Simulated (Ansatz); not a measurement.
Ansatz (a program for electronic structure) input (PBE/6-31G*):

Ansatz 0.2 input:
```yaml
crystal:
  periodic: [false, false, false]
  atoms:
    - {symbol: N, position_ang: [-0.00000000, -0.00000000, -1.01096879]}
    - {symbol: P, position_ang: [0.00000000, 0.00000000, 0.47178544]}
basis:
  gaussian:
    orbitals: 6-31G*
hamiltonian:
  xc: {name: PBE}
relax: {f_tol: 0.003, max_steps: 120}
```

Output:

```
Functional definition: PBE
integrals: 0.00 GiB planned
382 factors; their error is unknown
mean field: 0.06 GiB planned
mean field evaluation 1: about -10758.0089 eV, gradient 7.5e1 eV
mean field evaluation 2: about -10657.7668 eV, gradient 1.6e2 eV
mean field evaluation 4: about -10770.6900 eV, gradient 1.1e1 eV
mean field evaluation 8: about -10771.0809 eV, gradient 6.6e-2 eV
mean field evaluation 16: about -10771.0655 eV, gradient 4.1e-5 eV
mean field -10771.06548012 eV, -395.8293555039 hartree, gradient 4.1e-5 eV, S^2 0.000000; 0 other end points of the search recorded, 0 dependent functions left out
the calculation of the forces begins
reference -10771.06550116 eV, -395.8293562771 hartree; 11, 11 occupied and 23, 23 virtual orbitals, 382 factors
relax step   1: F+E_penalty+E_count = -10771.06548012 eV  Δ(F+E_penalty+E_count) = +0.000e0 eV  max|allowed force component| = 1.968e0 eV/Å  Δτ_max = 0.0000 Å  (25 SCF iters, accepted)
these checks for a lower state are left out or cut short: starts, cluster_reference, orbital_swaps, neighbouring_geometries, increment
integrals: 0.00 GiB planned
382 factors; their error is unknown
mean field: 0.06 GiB planned
mean field -10771.08787937 eV, -395.8301786613 hartree, gradient 6.0e-6 eV, S^2 0.000000; 0 other end points of the search recorded, 0 dependent functions left out
the calculation of the forces begins
reference -10771.08790030 eV, -395.8301794304 hartree; 11, 11 occupied and 23, 23 virtual orbitals, 382 factors
relax step   2: F+E_penalty+E_count = -10771.08787937 eV  Δ(F+E_penalty+E_count) = -2.240e-2 eV  max|allowed force component| = 8.606e-1 eV/Å  Δτ_max = 0.0080 Å  (27 SCF iters, accepted)
these checks for a lower state are left out or cut short: starts, cluster_reference, orbital_swaps, neighbouring_geometries, increment
integrals: 0.00 GiB planned
382 factors; their error is unknown
mean field: 0.06 GiB planned
mean field evaluation 32: about -10771.0936 eV, gradient 6.1e-6 eV
mean field -10771.09357022 eV, -395.8303877960 hartree, gradient 6.1e-6 eV, S^2 0.000000; 0 other end points of the search recorded, 0 dependent functions left out
the calculation of the forces begins
reference -10771.09359106 eV, -395.8303885619 hartree; 11, 11 occupied and 23, 23 virtual orbitals, 382 factors
relax step   3: F+E_penalty+E_count = -10771.09357022 eV  Δ(F+E_penalty+E_count) = -5.691e-3 eV  max|allowed force component| = 4.632e-2 eV/Å  Δτ_max = 0.0063 Å  (27 SCF iters, accepted)
these checks for a lower state are left out or cut short: starts, cluster_reference, orbital_swaps, neighbouring_geometries, increment
integrals: 0.00 GiB planned
382 factors; their error is unknown
mean field: 0.06 GiB planned
mean field -10771.09358756 eV, -395.8303884334 hartree, gradient 7.3e-5 eV, S^2 0.000000; 0 other end points of the search recorded, 0 dependent functions left out
the calculation of the forces begins
reference -10771.09360840 eV, -395.8303891991 hartree; 11, 11 occupied and 23, 23 virtual orbitals, 382 factors
relax step   4: F+E_penalty+E_count = -10771.09358756 eV  Δ(F+E_penalty+E_count) = -1.734e-5 eV  max|allowed force component| = 8.342e-4 eV/Å  Δτ_max = 0.0004 Å  (17 SCF iters, accepted)
integrals: 0.00 GiB planned
382 factors; their error is unknown
mean field: 0.06 GiB planned
mean field -10771.09358756 eV, -395.8303884334 hartree, gradient 7.3e-5 eV, S^2 0.000000; 1 other end points of the search recorded, 0 dependent functions left out
the calculation of the forces begins
reference -10771.09360840 eV, -395.8303891991 hartree; 11, 11 occupied and 23, 23 virtual orbitals, 382 factors
Total energy: -10771.09360840 eV, -395.8303891991 hartree
Atom 0 at    -0.000000    -0.000000    -1.025644 Å, force     0.000000    -0.000000    -0.000834 eV/Å
Atom 1 at     0.000000     0.000000     0.486461 Å, force    -0.000000     0.000000     0.000834 eV/Å
Dipole moment:    -0.000000    -0.000000     0.470830 e Å
```

The geometry given is a B3LYP-D3(BJ)/def2-TZVP minimum.
